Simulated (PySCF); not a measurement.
Atoms are numbered as in `[CH3:1][Si:2]([CH3:3])([CH3:4])[c:5]1[cH:6][cH:7][n:8][n:9][cH:10]1`; H(Xn) means a hydrogen on atom n.

Calculated, not measured (PySCF): shielding tensors at PBE0/pcSseg-1 (GIAO), coordinates at the GFN2-xTB level. A single conformation, gas phase, non-relativistic Hamiltonian, rapidly exchanging positions averaged.

Chemical shifts δ = σref − σ; TMS for ¹³C (σref 186.93), all at this level.

Q: Do the ¹³C shifts follow the atomic charges (in e)? Tabulate both.

A: 
```json
{"atoms": "C10", "hybridisation": "sp2", "δ (ppm)": "159.1", "σ para (ppm)": "-223", "Hirshfeld": "+0.01", "IAO": "-0.02", "Mulliken": "+0.14", "ESP-fitted": "+0.47"}
{"atoms": "C7", "hybridisation": "sp2", "δ (ppm)": "155.4", "σ para (ppm)": "-219", "Hirshfeld": "+0.01", "IAO": "-0.03", "Mulliken": "+0.14", "ESP-fitted": "+0.53"}
{"atoms": "C5", "hybridisation": "sp2", "δ (ppm)": "142.1", "σ para (ppm)": "-221", "Hirshfeld": "-0.08", "IAO": "-0.27", "Mulliken": "-0.42", "ESP-fitted": "-0.25"}
{"atoms": "C6", "hybridisation": "sp2", "δ (ppm)": "134.1", "σ para (ppm)": "-202", "Hirshfeld": "-0.04", "IAO": "-0.14", "Mulliken": "-0.11", "ESP-fitted": "-0.37"}
{"atoms": "C1/C3/C4", "hybridisation": "sp3", "δ (ppm)": "-1.4", "σ para (ppm)": "-67", "Hirshfeld": "-0.21", "IAO": "-0.72", "Mulliken": "-0.62", "ESP-fitted": "-0.77"}
```

Correlation coefficients of δ with charge over these carbons: Hirshfeld +0.94, IAO +0.96, Mulliken +0.80, ESP-fitted +0.79; with the paramagnetic shielding -1.00. Among the 4 sp2 carbons alone: Hirshfeld +0.74, IAO +0.72, Mulliken +0.70, ESP-fitted +0.97. With so few points, grouped by hybridisation, these coefficients are fragile. Charge is one influence among several: hybridisation and low-lying excitations act through the paramagnetic term.

Shifts are as computed. Against solution values, carbons near 30 ppm lie about +3 ppm off and those near 130 ppm about +5 ppm. Of 1211 compounds with measured shifts, 218 miss one by over three times the rms of a fit or turn the order of signals round; such compounds aren't used in these exercises.
